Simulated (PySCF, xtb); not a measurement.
C3H4BF3, SMILES C/C(F)=C\B(F)F.

xtb 6.7.1 with GFN2-xTB at its own geometry gives an orbital gap of 4.06 eV and a dipole moment of 1.88 D.

The structure is a stationary point at PBE-D3(BJ)/def2-SVP. The structure was generated by enumeration; whether it is a known compound was not checked. The values are those of a single conformer.

What does PBE/def2-TZVP (PySCF) give? (An estimate is asked for; the answer gives what the named calculation found.)

gap 4.53 eV (levels -6.83 and -2.30 eV), dipole 1.84 D.
